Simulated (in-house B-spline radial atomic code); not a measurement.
Whole-atom quantities along the 17-electron series, configuration 1s2 2s2 2p6 3s2 3p1/2(2) 3p3/2(3). Breit and QED terms are first order and not part of the total energy; the density at the nucleus is averaged over the nuclear charge. Computed with a radial B-spline atomic code at the basis-set limit: Dirac-Hartree-Fock, jj configuration that fills j = l - 1/2 first, finite nuclei.

```tsv
ion	Z	E/Z² (Eh)	Σ<r²> (bohr²)	n(0)/Z³ (bohr⁻³)	Lamb diamagnetic shielding (ppm)	repulsion over attraction	Breit energy (eV)	self-energy (eV)	vacuum polarisation (eV)
Cl	17	-1.5949	27.569	0.72587	1149.29	0.15979	2.9468	2.0755	-0.14019
Ar+	18	?	?	?	?	?	?	?	?
K2+	19	-1.6628	15.591	0.75082	1323.57	0.14925	4.34	3.0817	-0.21975
Ca3+	20	?	?	?	?	?	?	?	?
Sc4+	21	-1.7215	10.366	0.77688	1497.86	0.13898	6.1299	4.3906	-0.32929
Ti5+	22	-1.748	8.7354	0.79052	1585.2	0.13415	7.1896	5.1731	-0.39742
```

(1) Fill in the row of Ar+.

(2) Fill in the row of Ca3+.

(3) With what power of Z does the column «vacuum polarisation (eV)» change over this range?

## Answers

(1) E/Z² (Eh): -1.6301; Σ<r²> (bohr²): 20.115; n(0)/Z³ (bohr⁻³): 0.73806; Lamb diamagnetic shielding (ppm): 1236.48; repulsion over attraction: 0.15457; Breit energy (eV): 3.597; self-energy (eV): 2.5436; vacuum polarisation (eV): -0.17661.

(2) E/Z² (Eh): -1.6932; Σ<r²> (bohr²): 12.547; n(0)/Z³ (bohr⁻³): 0.76375; Lamb diamagnetic shielding (ppm): 1410.67; repulsion over attraction: 0.14403; Breit energy (eV): 5.1822; self-energy (eV): 3.6954; vacuum polarisation (eV): -0.27036.

(3) A fit of the logarithm of its size against log Z from Z = 17 to 22 has slope 4.04.
